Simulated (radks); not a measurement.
Species: the erbium ion Er48+. Configuration: [Ar] 4s2 (not the ground configuration). Calculated with a radial shooting solver on a logarithmic mesh with Libxc functionals: Dirac Kohn-Sham, BLYP, spin-unpolarised, spherical densities, point nucleus. Some entries of the table are withheld. Estimate them.

orbital,occ.,eigenvalue (Ry),<r> (bohr)
1s1/2,2,-4448.118,0.02037
2s1/2,2,-937.5498,0.08514
2p1/2,2,(1),0.07085
2p3/2,4,(2),0.07791
3s1/2,2,(3),0.2096
3p1/2,2,(4),(5)
3p3/2,4,(6),(7)
4s1/2,2,-183.0160,0.3996

Answer. 
(1) 2p1/2 eigenvalue (Ry): -906.0633
(2) 2p3/2 eigenvalue (Ry): -837.6367
(3) 3s1/2 eigenvalue (Ry): -355.9667
(4) 3p1/2 eigenvalue (Ry): -343.9846
(5) 3p1/2 <r> (bohr): 0.1978
(6) 3p3/2 eigenvalue (Ry): -326.7978
(7) 3p3/2 <r> (bohr): 0.2088
